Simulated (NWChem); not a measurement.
Everything below was run with NWChem. System: BF, charge 2, spin multiplicity 1, at the geometry of a parent with another charge or spin, in a state set for the comparison that need not be this species' ground state. Level: MP2/def2-TZVP, 2 core orbitals frozen.

The NWChem input:

```
start mol
memory heap 200 mb stack 900 mb global 1100 mb
charge 2
geometry units angstroms nocenter noautoz
  B      0.000000     0.000000     0.780897
  F      0.000000     0.000000    -0.433831
  symmetry group C2v
end
basis spherical
  * library def2-tzvp
end
scf
  rhf
  nopen 0
  maxiter 100
  thresh 1e-7
  semidirect memsize 60000000 filesize 0
end
mp2
  freeze core 2
end
task mp2 energy
```

Output (cleaned and shortened):

```
             Northwest Computational Chemistry Package (NWChem) 7.3.0
             --------------------------------------------------------

                                NWChem Input Module
                                -------------------

 Scaling coordinates for geometry "geometry" by  1.889725989
 (inverse scale =  0.529177249)

 Turning off AUTOSYM since
 SYMMETRY directive was detected!

                             Geometry "geometry" -> ""
                             -------------------------

 Output coordinates in angstroms (scale by  1.889725989 to convert to a.u.)

  No.       Tag          Charge          X              Y              Z
 ---- ---------------- ---------- -------------- -------------- --------------
    1 B                    5.0000     0.00000000     0.00000000     0.78089700
    2 F                    9.0000     0.00000000     0.00000000    -0.43383100

 Effective nuclear repulsion energy (a.u.)      19.6035459831

            Nuclear Dipole moment (a.u.)
            ----------------------------
        X                 Y               Z
 ---------------- ---------------- ----------------
     0.0000000000     0.0000000000     0.0000113384

      Symmetry information
      --------------------

 Group name             C2v
 Group number             16
 Group order               4
 No. of unique centers     2

      Symmetry unique atoms

     1    2


 Summary of "ao basis" -> "" (spherical)
 ------------------------------------------------------------------------------
       Tag                 Description            Shells   Functions and Types
 ---------------- ------------------------------  ------  ---------------------
 *                         def2-tzvp                  on all atoms

 Summary of "ao basis" -> "ao basis" (spherical)
 ------------------------------------------------------------------------------
       Tag                 Description            Shells   Functions and Types
 ---------------- ------------------------------  ------  ---------------------
 B                         def2-tzvp                11       31   5s3p2d1f
 F                         def2-tzvp                11       31   5s3p2d1f

                                 NWChem SCF Module
                                 -----------------

  ao basis        = "ao basis"
  functions       =    62
  atoms           =     2
  closed shells   =     6
  open shells     =     0
  charge          =   2.00
  wavefunction    = RHF
  use symmetry    = T
  symmetry adapt  = T

 Summary of "ao basis" -> "ao basis" (spherical)
 ------------------------------------------------------------------------------
       Tag                 Description            Shells   Functions and Types
 ---------------- ------------------------------  ------  ---------------------
 B                         def2-tzvp                11       31   5s3p2d1f
 F                         def2-tzvp                11       31   5s3p2d1f

      Symmetry analysis of basis
      --------------------------

        a1         28
        a2          6
        b1         14
        b2         14

 Forming initial guess at       0.0s

      Superposition of Atomic Density Guess
      -------------------------------------

 Sum of atomic energies:        -123.95279121

 Renormalizing density from      14.00 to     12

      Non-variational initial energy
      ------------------------------

 Total energy =    -111.806449
 1-e energy   =    -179.890262
 2-e energy   =      48.480267
 HOMO         =      -2.133763
 LUMO         =      -1.102945

      Symmetry analysis of molecular orbitals - initial
      -------------------------------------------------

 !! scf_movecs_sym_adapt:   40 vectors were symmetry contaminated

  Symmetry fudging

 !! scf_movecs_sym_adapt:   38 vectors were symmetry contaminated

  Numbering of irreducible representations:

     1 a1          2 a2          3 b1          4 b2

  Orbital symmetries:

     1 a1          2 a1          3 a1          4 a1          5 b1
     6 b2          7 a1          8 b2          9 b1         10 a1
    11 a1         12 b2         13 b1         14 a1         15 a1
    16 a2

 Starting SCF solution at       0.2s

 ----------------------------------------------
         Quadratically convergent ROHF

 Convergence threshold     :          1.000E-07
 Maximum no. of iterations :          100
 Final Fock-matrix accuracy:          1.000E-09
 ----------------------------------------------

              iter       energy          gnorm     gmax       time
             ----- ------------------- --------- --------- --------
                 1     -122.0748014819  5.35D+00  1.37D+00      0.2
                 2     -122.9098639863  9.37D-01  3.52D-01      0.2
                 3     -122.9326090387  4.81D-01  1.72D-01      0.2
                 4     -122.9387348119  7.36D-02  2.58D-02      0.2
                 5     -122.9391260661  2.60D-03  1.34D-03      0.3
                 6     -122.9391270073  5.42D-06  1.73D-06      0.3
                 7     -122.9391270073  9.45D-09  4.26D-09      0.3

       Final RHF  results
       ------------------

         Total SCF energy =   -122.939127007345
      One-electron energy =   -199.941646264535
      Two-electron energy =     57.398973274067
 Nuclear repulsion energy =     19.603545983122

        Time for solution =      0.1s

       Symmetry analysis of molecular orbitals - final
       -----------------------------------------------

  Numbering of irreducible representations:

     1 a1          2 a2          3 b1          4 b2

  Orbital symmetries:

     1 a1          2 a1          3 a1          4 a1          5 b1
     6 b2          7 a1          8 b1          9 b2         10 a1
    11 a1         12 b1         13 b2         14 a1         15 a2
    16 a1

             Final eigenvalues
             -----------------

              1
    1  -27.0939
    2   -8.7343
    3   -2.3932
    4   -1.5228
    5   -1.4139
    6   -1.4139
    7   -0.8387
    8   -0.5932
    9   -0.5932
   10   -0.3359
   11   -0.2966
   12   -0.2432
   13   -0.2432
   14   -0.1154
   15   -0.0889
   16   -0.0889

                       ROHF Final Molecular Orbital Analysis
                       -------------------------------------

 Vector    4  Occ=2.000000D+00  E=-1.522772D+00  Symmetry=a1
              MO Center=  6.1D-16,  1.8D-16, -4.1D-01, r^2= 5.0D-01
   Bfn.  Coefficient  Atom+Function         Bfn.  Coefficient  Atom+Function
  ----- ------------  ---------------      ----- ------------  ---------------
    39      0.438887  2 F  pz                42      0.354494  2 F  pz
     3      0.299219  1 B  s                 36     -0.218439  2 F  s
     8     -0.209413  1 B  pz                35     -0.204631  2 F  s

 Vector    5  Occ=2.000000D+00  E=-1.413877D+00  Symmetry=b1
              MO Center= -2.8D-16,  3.3D-32, -2.9D-01, r^2= 5.3D-01
   Bfn.  Coefficient  Atom+Function         Bfn.  Coefficient  Atom+Function
  ----- ------------  ---------------      ----- ------------  ---------------
    37      0.476783  2 F  px                40      0.419123  2 F  px
     6      0.186651  1 B  px

 Vector    6  Occ=2.000000D+00  E=-1.413877D+00  Symmetry=b2
              MO Center= -4.2D-33, -2.0D-16, -2.9D-01, r^2= 5.3D-01
   Bfn.  Coefficient  Atom+Function         Bfn.  Coefficient  Atom+Function
  ----- ------------  ---------------      ----- ------------  ---------------
    38      0.476783  2 F  py                41      0.419123  2 F  py
     7      0.186651  1 B  py

 Vector    7  Occ=0.000000D+00  E=-8.387392D-01  Symmetry=a1
              MO Center=  1.0D-16,  1.0D-16,  1.2D+00, r^2= 9.2D-01
   Bfn.  Coefficient  Atom+Function         Bfn.  Coefficient  Atom+Function
  ----- ------------  ---------------      ----- ------------  ---------------
     4      0.493051  1 B  s                  3      0.421836  1 B  s
     8      0.327737  1 B  pz                11      0.240082  1 B  pz
     2     -0.197893  1 B  s

 Vector    8  Occ=0.000000D+00  E=-5.932319D-01  Symmetry=b1
              MO Center=  1.5D-15, -5.6D-31,  8.1D-01, r^2= 1.4D+00
   Bfn.  Coefficient  Atom+Function         Bfn.  Coefficient  Atom+Function
  ----- ------------  ---------------      ----- ------------  ---------------
     9      0.532368  1 B  px                 6      0.525080  1 B  px
    37     -0.203047  2 F  px                40     -0.178037  2 F  px
    43     -0.168519  2 F  px

 Vector    9  Occ=0.000000D+00  E=-5.932319D-01  Symmetry=b2
              MO Center= -4.4D-31,  1.3D-15,  8.1D-01, r^2= 1.4D+00
   Bfn.  Coefficient  Atom+Function         Bfn.  Coefficient  Atom+Function
  ----- ------------  ---------------      ----- ------------  ---------------
    10      0.532368  1 B  py                 7      0.525080  1 B  py
    38     -0.203047  2 F  py                41     -0.178037  2 F  py
    44     -0.168519  2 F  py

 center of mass
 --------------
 x =   0.00000000 y =   0.00000000 z =   0.02235867

 moments of inertia (a.u.)
 ------------------
          36.728232590249           0.000000000000           0.000000000000
           0.000000000000          36.728232590249           0.000000000000
           0.000000000000           0.000000000000           0.000000000000

  Mulliken analysis of the total density
  --------------------------------------

    Atom       Charge   Shell Charges
 -----------   ------   -------------------------------------------------------
    1 B    5     3.27   0.91  1.08  0.33  0.05  0.00  0.55  0.20 -0.01  0.07  0.05  0.03
    2 F    9     8.73   0.77  1.20  0.63  1.01  0.27  2.19  2.16  0.48  0.00  0.02  0.00

       Multipole analysis of the density wrt the origin
       ------------------------------------------------

     L   x y z        total         open         nuclear
     -   - - -        -----         ----         -------
     0   0 0 0      2.000000      0.000000     14.000000

     1   1 0 0     -0.000000      0.000000      0.000000
     1   0 1 0      0.000000      0.000000      0.000000
     1   0 0 1      3.383168      0.000000      0.000011

     2   2 0 0     -4.175738      0.000000      0.000000
     2   1 1 0     -0.000000      0.000000      0.000000
     2   1 0 1      0.000000      0.000000      0.000000
     2   0 2 0     -4.175738      0.000000      0.000000
     2   0 1 1      0.000000      0.000000      0.000000
     2   0 0 2      2.653348      0.000000     16.937146

                   NWChem MP2 Semi-direct Energy/Gradient Module
                   ---------------------------------------------

  Basis functions       =     62
  Molecular orbitals    =     62
  Frozen core           =      2
  Frozen virtuals       =      0
  Active alpha occupied =      4
  Active beta occupied  =      4
  Active alpha virtual  =     56
  Active beta virtual   =     56
  Use MO symmetry       = T
  Use skeleton AO sym   = T

  AO/Fock/Back tols     =   1.0D-09  1.0D-09  1.0D-09

 GA uses MA = F    GA memory limited = T

 Available:
  local mem=  1.26D+08
 global mem=  1.44D+08
 local disk=  0.00D+00
  mp2_memr nvloc                    56
  nvloc new                    56
   1 passes of   4:        4194304                      19037                   1493290.
   1 passes of   4: M    126153856           G      144171512           F     121959552.

 Semi-direct pass number   1 of   1  for RHF alpha+beta  at        0.4s
  vrange nnbf                  1952
  mp2_eaftype                    10  avail_ma_in_mb                  1099
 EAF : mp2_eaftype filesize          10     746645.
  mp2_eaf for mointskh                     10
Node 0 wrote      3.5 Mb in      0.0 s     Agg I/O rate:  1778.8 Mb/s
 Done moints_semi at        0.8s
  mp2_eaftype                    10  avail_ma_in_mb                  1089
 EAF : mp2_eaftype filesize          10     746645.
  mp2_eaf for kh                    10
 Done maket at        0.8s
 Done multipass loop at        0.8s

          -------------------------------------------
          SCF energy                -122.939127007345
          Correlation energy          -0.298311051269
          Singlet pairs               -0.180680421252
          Triplet pairs               -0.117630630017
          Total MP2 energy          -123.237438058614
          -------------------------------------------

          ---------------------------------------------------
                    Spin Component Scaled (SCS) MP2
          Same spin pairs                     -0.078420420011
          Same spin scaling factor             0.333333333333
          Opposite spin pairs                 -0.219890631258
          Opposite spin scaling fact.          1.200000000000
          SCS-MP2 correlation energy          -0.290008897513
          Total SCS-MP2 energy              -123.229135904858
          ---------------------------------------------------

 -----------------------
 Performance information
 -----------------------

 Timer overhead =  1.61D-07 seconds/call

               Nr. of calls         CPU time (s)                 Wall time (s)                GFlops
             ---------------    -------------------     ------------------------------   -------------------
Name         Min   Avg   Max    Min     Avg     Max     Min     Avg     Max   Mx/calls   Min     Max     Sum
mp2: moin     1     1     1   0.43    0.43    0.43     0.43    0.43    0.43    0.43      0.0     0.0     0.0
mp2: make     1     1     1   1.93E-2 1.93E-2 1.93E-2  1.93E-2 1.93E-2 1.93E-2 1.93E-2   0.0     0.0     0.0
mp2: tota     1     1     1   0.49    0.49    0.49     0.49    0.49    0.49    0.49      0.0     0.0     0.0

 The average no. of pstat calls per process was 3.00D+00
 with a timing overhead of 4.83D-07s

 Task  times  cpu:        0.8s     wall:        0.8s

 Total times  cpu:        0.8s     wall:        0.8s
```
